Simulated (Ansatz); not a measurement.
Reaction (redistribution): `FC[SiH2][SnH2][F]` + `[OH][AlH][SiH3]` → `FC[SiH2][SnH3]` + `[OH][Al]([F])[SiH3]`

Isolated molecules relaxed with PBE0-D4/def2-TZVP in Ansatz; ΔE leaves out vibrations. CCSD(T)/CBS is the MP2 limit (def2-TZVPP, def2-QZVPP) plus CCSD(T) − MP2 in def2-TZVPP, frozen cores. DFT in def2-TZVPP. B3LYP here is the variant with VWN-RPA as its local correlation; programs differ in this. def2 core potentials past Kr. For Sn outer-core shells are correlated without core-valence functions, which leaves a few kJ/mol of doubt a bond. One conformer a species, not always the lowest.

CCSD(T)/CBS gives -145.7 kJ/mol.

Task: Another level gave -141.0 kJ/mol. Which?
A. B2PLYP/def2-TZVPP
B. PBE-D4/def2-TZVPP
C. B3LYP/def2-TZVPP
D. CCSD(T)/def2-TZVPP

Result: C. B3LYP -141.0, PBE-D4 -136.3, CCSD(T)/def2-TZVPP -152.7, B2PLYP -146.1 kJ/mol.

Largest T1 diagnostic among the species: 0.014.

In def2-TZVPP, CCSD(T) changes the Hartree–Fock value by −9.0 kJ/mol (the triples alone add +0.8 kJ/mol) and MP2 by −13.0 kJ/mol. From PBE to PBE0 (25 % exact exchange), in def2-TZVPP and without D4, ΔE moves by −7.0 kJ/mol.
